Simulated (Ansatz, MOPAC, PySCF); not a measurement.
Species: InH₂ (charge +1, singlet). SMILES of the parent species: [InH2]
Structure (B3LYP-D3(BJ)/def2-TZVP (Ansatz, a program for electronic structure) minimum search):
```xyz
3

In     0.0000     0.0000     0.0000
H      0.0000     0.0000    -1.6703
H      0.0000     0.0000     1.6703
```
Charge +1, spin multiplicity 1.

Unscaled harmonic wavenumbers (cm⁻¹) in rising order, each level at the stationary point that it reaches from this structure (no distance between atoms moves by over 0.3 Å); the order of modes can differ between levels, and a negative number is imaginary. B3LYP-D3(BJ)/def2-TZVP (PySCF, at the structure above): 649, 649, 1934, 2025.

AM1 (MOPAC): 544, 544, 1593, 1633. Zero-point energy 6.2 against 7.5 kcal/mol; where all levels lie over 400 cm⁻¹, the wavenumbers are on average 0.826 times those of B3LYP-D3(BJ)/def2-TZVP.

PM3 (MOPAC): 593, 593, 1876, 1900. Zero-point energy 7.1 against 7.5 kcal/mol; where all levels lie over 400 cm⁻¹, the wavenumbers are on average 0.934 times those of B3LYP-D3(BJ)/def2-TZVP.

HF/3-21G (Ansatz): 559, 559, 1980, 2011. Zero-point energy 7.3 against 7.5 kcal/mol; where all levels lie over 400 cm⁻¹, the wavenumbers are on average 0.935 times those of B3LYP-D3(BJ)/def2-TZVP.
